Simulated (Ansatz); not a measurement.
# AsN: shapes and states compared

Program: Ansatz, Gaussian basis, development build. Basis cc-pwCVTZ-PP on As, cc-pVTZ on N, scalar-relativistic core potentials (10 electrons on As), no spin–orbit coupling, 5 orbitals frozen in the corrections; active space CAS(10,8). Restricted Hartree–Fock, then the lowest state-specific CASSCF solution met for each case. Coupled cluster stands on the determinant that it favours, not always the lowest RHF. Single-reference values can break down or jump between states where bonds are stretched. Solutions in different active orbitals can move differences by tenths of an eV and at times more than 1 eV.

Case A, singlet: bond length 1.8607 Å.

Case B, triplet: bond length 1.6180 Å.

Case C, singlet: bond length 1.6180 Å.

Energy less that of case A, in eV:

```csv
case,RHF/ROHF,CASSCF,CCSD(T)
B,-0.240,+2.608,+2.404
C,-1.943,-0.810,-0.935
```

Give the SC-NEVPT2 energies against case A.

B: +2.201 eV (50.8 kcal/mol); C: -0.853 eV (-19.7 kcal/mol).

Which case is lowest, and do the methods agree?

C is lowest in SC-NEVPT2. Of the methods shown, RHF/ROHF, CASSCF, CCSD(T) agree.
